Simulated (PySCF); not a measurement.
Cl2Re, SMILES [Cl][Re][Cl] (connectivity only; charge and spin as stated), neutral, multiplicity 6. Atoms are numbered in the order given.

```xyz
3

Re     0.0000     0.0000     0.0000
Cl     0.0000     0.0000    -2.3048
Cl     0.0000     0.0000     2.3048
```
Charge 0, spin multiplicity 6.

Geometry optimised at B3LYP-D3(BJ)/def2-TZVP. The spin state was assumed, not searched. The def2 effective core potentials stand for the cores of Re; spin–orbit coupling is left out.

Method: ωB97X/def2-TZVPD (PySCF).

Mulliken values depend strongly on the basis, most of all with diffuse functions as here. ESP charges are fitted to the potential on shells at 1.4 to 2.0 van der Waals radii. Atomic charges (e):

```json
[
 {"atom": "Re1", "Mulliken": "0.82", "ESP fit": "0.59", "Mulliken spin": "4.77"},
 {"atom": "Cl2", "Mulliken": "-0.41", "ESP fit": "-0.30", "Mulliken spin": "0.12"},
 {"atom": "Cl3", "Mulliken": "-0.41", "ESP fit": "-0.30", "Mulliken spin": "0.12"}
]
```
